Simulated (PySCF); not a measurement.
B(PH2)3 (BH6P3), SMILES PB(P)P. Atoms are numbered in the order given.

```xyz
10

B      0.0415    -0.0144     0.0000
P      0.1255     1.8855     0.0000
H     -0.7677     2.2100     1.0766
H     -0.7677     2.2100    -1.0766
P     -0.1203    -0.9508     1.6501
H      0.6440    -0.0870     2.5040
H      0.8828    -1.9664     1.4940
P     -0.1203    -0.9508    -1.6501
H      0.8828    -1.9664    -1.4940
H      0.6440    -0.0870    -2.5040
```

Coordinates come from a PBE-D3(BJ)/def2-SVP optimisation. Other conformers were not sampled.

Two levels are set side by side: PBE/pcSseg-1 (PySCF) and HF/pcSseg-1 (PySCF). GIAO shifts against BF3 (¹¹B), PH3 (³¹P), TMS (¹H) at the same level; non-relativistic, no solvent, atoms listed together averaged. Differences are taken from unrounded values.

| quantity | PBE |
|---|---|
| δ(¹¹B) of B1 (ppm) | 83.9 |
| δ(³¹P) of P2, P5, P8 (ppm) | 115.8 |
| δ(¹H) of H3, H4, H6, H7, H9, H10 (ppm) | 3.99 |

These are the PBE values. What does HF give? (The exact figures need the calculation; the answer reports its results.)


```
quantity                                  HF  PBE minus HF
--------------------------------------  ----  ------------
δ(¹¹B) of B1 (ppm)                      96.3         -12.4
δ(³¹P) of P2, P5, P8 (ppm)              79.2          36.6
δ(¹H) of H3, H4, H6, H7, H9, H10 (ppm)  3.59          0.41
```

Rough cost on one machine, each run with all the roots and properties that it gave: HF against PBE within a factor of 2.
